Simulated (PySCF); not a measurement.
An unknown gives this computed stick spectrum. Level of theory: TDDFT CAM-B3LYP/def2-SVPD, vertical, gas phase, core orbitals frozen in the response (PySCF 2.14.0, density-fitted response routines). Geometries: GFN2-xTB, one conformer each.

```tsv
state	E (eV)	λ (nm)	f
S1	5.94	208.8	0.160
S2	6.26	198.1	0.123
S3	6.46	192.0	0.0042
S4	7.20	172.1	0.033
S5	7.37	168.2	0.0097
S6	7.52	165.0	0.0028
S7	7.58	163.7	0.0021
S8	7.65	162.1	0.0089
```

Triplets computed (Tamm–Dancoff): 4.39, 5.96, 6.25 eV.

Question: Which candidate is it? All have the formula C4H7FO2Si.
A. `CC1=C(O[SiH2]O)[C@H]1F`
B. `F[Si@@H]1COC(OC)=C1`
C. `O=C(OC1CC1)[SiH2]F`

Answer: B. Its S1 lies at 5.94 eV; the nearest of the others has S1 at 6.59 eV. S1 is HOMO→LUMO (75%), HOMO→LUMO+1 (16%). Löwdin shares by element: HOMO carbon 58% or more, oxygen 24% (atoms not listed hold the other 18%); LUMO carbon 31% or more, silicon 11%, oxygen 9% or more (atoms not listed hold the other 48%). At the same level the other candidates give, for their lowest levels:
- `CC1=C(O[SiH2]O)[C@H]1F`: 6.59 eV (f 0.016); 7.06 eV (f 0.121); 7.22 eV (f 0.059); 7.34 eV (f 0.061); 7.55 eV (f 0.003); T1 5.01 eV; HOMO -8.63, LUMO 0.92 eV
- `O=C(OC1CC1)[SiH2]F`: 5.15 eV (f 0.004); 6.71 eV (f 0.118); 7.07 eV (f 0.083); 7.69 eV (f 0.002); 7.78 eV (f 0.006); T1 4.49 eV; HOMO -9.48, LUMO 0.28 eV

The values belong to the conformer `[CH3:1][O:2][C:3]1=[CH:4][Si@H:5]([F:6])[CH2:7][O:8]1`: C1–O2–C3–C4 178°.
